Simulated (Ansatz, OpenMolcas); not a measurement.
## A ladder of methods for VCl3O (vanadium oxytrichloride)

VCl3O, singlet, SMILES `[O]=[V]([Cl])([Cl])[Cl]`. Each level relaxes the structure for itself.

Quantity: the highest harmonic wavenumber at each level's own minimum, in cm⁻¹. The values are calculated.

```tsv
level	kind	program	value (cm⁻¹)
HF/STO-3G	Hartree–Fock	Ansatz	1640
HF/3-21G	Hartree–Fock	Ansatz	1349
HF/6-31G* (Cartesian functions)	Hartree–Fock	OpenMolcas	1341
PBE/def2-SVP	GGA	Ansatz	1112
PBE0-D4/def2-TZVP	global hybrid	Ansatz	1158
```

Harmonic and unscaled. The values span 1112 to 1640 cm⁻¹. Without the sets that lack polarisation functions the rows with a basis span only 1112 to 1341 cm⁻¹.
